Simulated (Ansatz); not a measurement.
Reaction (SMILES): CO[Si](Cl)(Cl)Cl + 5 [H][H] (H2) -> C (CH4) + 3 Cl (HCl) + O (H2O) + [SiH4] (SiH4)
Structures are relaxed separately at B3LYP-D3(BJ)/def2-TZVP in Ansatz (a first-principles code), one conformer each, not searched for the lowest.

Quantity: energy of full hydrogenation (electronic energy difference), in eV. Valence correlation only, unless marked. Spin-orbit coupling is left out. No relativistic terms. CBS(X,Y): correlation extrapolated as X^-3; Hartree-Fock from the larger set.

| level | program | energy of full hydrogenation (eV) |
|---|---|---|
| BLYP-D3(BJ)/def2-TZVPD | Ansatz + dftd3 | 2.06 |
| B3LYP-D3(BJ)/def2-TZVPD | Ansatz + dftd3 | … |
| PBE0/STO-3G | Ansatz | 3.47 |
| PBE0/def2-TZVP | Ansatz | 1.88 |
| BHLYP-D3(BJ)/def2-TZVPD | Ansatz + dftd3 | 1.97 |
| BHLYP-D4/def2-TZVPD | Ansatz + dftd4 | 2.00 |
| BHLYP/def2-TZVPD | Ansatz | 1.65 |
| r2SCANh-D4/def2-TZVPD | Ansatz + dftd4 | … |
| HSE06-D3(BJ)/def2-TZVPD | Ansatz + dftd3 | … |
| SCS-MP2/6-31G | Ansatz | 0.79 |
| CCSD(T)/CBS(cc-pV(T+d)Z,cc-pV(Q+d)Z) | Ansatz | … |

**Question.** Fill in the missing entries.

**Answer.** 
- B3LYP-D3(BJ)/def2-TZVPD, energy of full hydrogenation (eV): 2.01
- r2SCANh-D4/def2-TZVPD, energy of full hydrogenation (eV): 2.23
- HSE06-D3(BJ)/def2-TZVPD, energy of full hydrogenation (eV): 1.90
- CCSD(T)/CBS(cc-pV(T+d)Z,cc-pV(Q+d)Z), energy of full hydrogenation (eV): 2.11
